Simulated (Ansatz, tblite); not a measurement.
Cost and result up the ladder for SrO₂⁻ (the lowest doublet isomer of a short search) (3 atoms). Total charge -1; doublet. Geometry: PBE0-D4/def2-TZVPD.

```xyz
3

Sr   -0.0382   -0.9732    0.9368
O     0.3193    0.0100   -0.9513
O    -0.2811    0.9632    0.0145
```

Ansatz on 4 threads of Arm Neoverse V2 on a shared host; xTB runs through tblite on one thread. Times are rough, summed over both states, and most runs start from the orbitals of an earlier one. CCSD(T)/def2-TZVPPD serves as the yardstick here, not as an exact answer. Differences are given only for rows in sets of like size (and for xTB, whose basis is part of the method), since another set adds its own error. The other state is a quartet at its own geometry.

In the def2 sets Sr takes a core potential, while STO-3G treats all electrons; there is no spin–orbit coupling. The xTB rows come from tblite. Correlated methods freeze 2 core orbitals; core or outer-core shells of Sr are correlated, in sets that lack core-valence functions. The structure holds 1 bond(s) between oxygen atoms. HOMO above LUMO, or a gap near zero within one spin, warns that the state may not be the lowest or that an electron is smeared out. Another isomer (doublet) lies 0.30 eV lower at PBE-D4/def2-TZVPD.

Correlated methods converge slowly with the basis.

xTB has no spin-polarisation term.

| level | functions | wall time |
| --- | --- | --- |
| GFN1-xTB | 17 | 0.003 s |
| GFN2-xTB | 17 | 0.007 s |
| HF/STO-3G | 32 | 0.35 s |
| MP2/def2-TZVPD | 113 | 1.2 s |
| LDA (SPW92)/def2-TZVPD | 113 | 1.8 s |
| PBE-D4/def2-TZVPD | 113 | 3.1 s |
| RPA@PBE/def2-TZVPD | 113 | 3.6 s |
| BLYP-D4/def2-TZVPD | 113 | 3.7 s |
| B2PLYP/def2-TZVPD | 113 | 4.1 s |
| PBE-QIDH/def2-TZVPD | 113 | 4.4 s |
| r2SCAN-D4/def2-TZVPD | 113 | 7.6 s |
| PBE0-D4/def2-TZVPD | 113 | 12 s |
| CCSD(T)/def2-TZVPPD | 120 | 16 s |
| ωB97M-V/def2-TZVPD (with forces) | 113 | 17 s |

Q: Estimate what each level gives for the quartet − doublet (eV).

A: 
```tsv
level	quartet − doublet (eV)	difference from CCSD(T)/def2-TZVPPD (eV)	remarks
GFN1-xTB	3.16	2.10	–
GFN2-xTB	7.05	6.00	–
HF/STO-3G	1.20	–	HOMO above zero (doublet), HOMO above zero (quartet)
MP2/def2-TZVPD	1.18	0.12	–
LDA (SPW92)/def2-TZVPD	1.51	0.46	HOMO above zero (doublet), HOMO above zero (quartet), gap within one spin near zero (quartet)
PBE-D4/def2-TZVPD	1.24	0.19	HOMO above zero (doublet), HOMO above zero (quartet)
RPA@PBE/def2-TZVPD	0.81	-0.25	–
BLYP-D4/def2-TZVPD	1.36	0.30	HOMO above zero (doublet), HOMO above zero (quartet)
B2PLYP/def2-TZVPD	1.17	0.11	–
PBE-QIDH/def2-TZVPD	0.93	-0.12	–
r2SCAN-D4/def2-TZVPD	1.10	0.04	HOMO above zero (doublet), HOMO above zero (quartet)
PBE0-D4/def2-TZVPD	0.95	-0.10	HOMO above zero (doublet), HOMO above zero (quartet)
CCSD(T)/def2-TZVPPD	1.06	0.00	–
ωB97M-V/def2-TZVPD (with forces)	1.29	0.24	HOMO above zero (quartet)
```
